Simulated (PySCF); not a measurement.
**Molecular orbitals of InN**

r²SCAN at R = 2.219 Å; basis In x2c-TZVPPall, N x2c-TZVPPall; spin-free X2C with a Gaussian nucleus; PySCF 2.14. State: ³Σ⁻ (triplet), unpaired electrons π ↑↑. Only the outer orbitals are listed, counted within each symmetry.

```
spin  orbital  occ.  ε (eV)  on In (%)           main shells (%)
   α      12σ     1   -8.69         76           75 In s, 21 N p
   α       6π     1   -7.17          6                    94 N p
   α       6π     1   -7.17          6                    94 N p
   α      13σ     1   -5.35         40  60 N p, 21 In s, 18 In p
   α       7π     0   -2.11         97                   96 In p
   α       7π     0   -2.11         97                   96 In p
   α      14σ     0    0.26        103                   94 In p
   β      11σ     1  -15.14         16                    83 N s
   β      12σ     1   -8.29         81           80 In s, 13 N p
   β      13σ     1   -4.59         37  62 N p, 24 In p, 12 In s
   β       6π     0   -3.31         52           51 In p, 48 N p
   β       6π     0   -3.31         52           51 In p, 48 N p
   β       7π     0   -1.15         55           49 In p, 45 N p
```

Which are the highest filled and the lowest empty level, where do they sit, and how wide is the gap?

Highest filled β 13σ at -4.59 eV (in %: 62 N p, 24 In p, 12 In s); lowest empty β 6π at -3.31 eV (in %: 51 In p, 48 N p); the gap at r²SCAN is 1.28 eV.

| Item | Value |
| --- | --- |
| bond order (Mayer) | 0.86 |
| ⟨S²⟩ | 2.015 |
| charge on In (Mulliken, basis-dependent) | 0.40 |
| charge on In (Löwdin, basis-dependent) | 0.30 |
| dipole moment (positive dipole means In(−)N(+)) | -2.34 D |

Shares are Mulliken populations and can fall outside 0 to 100 %.

Spin–orbit coupling is left out. The state was picked by a PBE0 search and need not be the measured ground state.
